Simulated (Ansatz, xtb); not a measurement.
## Relative energy of two isomers of C6H7NS

Structure a is `C=C[C@@H](C#N)C(=C)S`, a singlet and structure b is `C/C=C(\C#N)C(C)=S`, a singlet. Both are isolated molecules in the gas phase, relaxed with r2SCAN-D4/def2-SVP; each stands in its lowest conformer found.

Question: Estimate E(b) − E(a) at the level CCSD(T)/def2-SVP + ΔMP2/def2-TZVPP.

Answer: Calculated at CCSD(T)/def2-SVP + ΔMP2/def2-TZVPP: E(b) − E(a) = −0.517 eV, so structure b lies lower.

How the difference moves with the method:

```tsv
level	geometry	E(b) − E(a) (eV)	departure from the last row (eV)	job, with rough time for the two
GFN2-xTB	GFN2-xTB	−0.831	−0.314	optimisation, 1.3 s
HF/STO-3G	GFN2-xTB	−0.705	−0.188	single point, 4.2 s
r2SCAN-D4/def2-SVP//GFN2-xTB	GFN2-xTB	−0.877	−0.361	single point, 17 s
r2SCAN-D4/def2-SVP	r2SCAN-D4/def2-SVP	−0.844	−0.327	optimisation, 3.3 min
HF/def2-SVP	r2SCAN-D4/def2-SVP	−0.595	−0.079	part of the CCSD(T) run
MP2/def2-SVP	r2SCAN-D4/def2-SVP	−0.669	−0.152	part of the CCSD(T) run
CCSD(T)/def2-SVP	r2SCAN-D4/def2-SVP	−0.626	−0.109	single point
CCSD(T)/def2-SVP + ΔMP2/def2-TZVPP	r2SCAN-D4/def2-SVP	−0.517		single point, 5.7 min
```

As drawn, b has 1 C–C, 1 C=S, 1 C–H in place of 1 C=C, 1 C–S, 1 S–H.

None of the levels shown reverses the order. The largest departure from CCSD(T)/def2-SVP + ΔMP2/def2-TZVPP is that of r2SCAN-D4/def2-SVP//GFN2-xTB, 0.361 eV. The last row adds to CCSD(T) the change of the MP2 difference between the two basis sets, here +0.109 eV.

With thermal terms from frequencies at re-optimised GFN2-xTB minima (ideal gas, soft modes damped towards free rotors, one conformer each, 298.15 K, 1 atm): on the last row, ΔE + ΔZPE = −0.422, ΔH = −0.421, ΔG = −0.424 eV.

The correlated steps freeze 12 core orbitals. Mirror images aren't counted in ΔG. Codes used: Ansatz 0.2.0, xtb 6.7.1; the last row on 2 threads of Intel(R) Xeon(R) Processor @ 2.50GHz (Skylake/Cascade Lake) on a shared host.
